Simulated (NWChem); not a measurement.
Species: GeSiH5F; SMILES F[SiH2][GeH3]

All runs: NWChem. Geometry: optimised at PBE0/def2-SVP. Vertical excitations in the gas phase; the lowest state need not have the same character in each row.

For level PBE0/def2-SVPD, TDA:

- lowest excitation, singlet (eV): 6.49
- lowest state with f > 0.02, singlet (eV): 7.47
- orbital gap (eV): 7.80

Task: Estimate the same quantities for level PBE/def2-SVPD, TDA.

Result: The lowest excitation, singlet (eV) comes out as 6.08 and the lowest state with f > 0.02, singlet (eV) is 6.86. The orbital gap (eV) is 5.79.
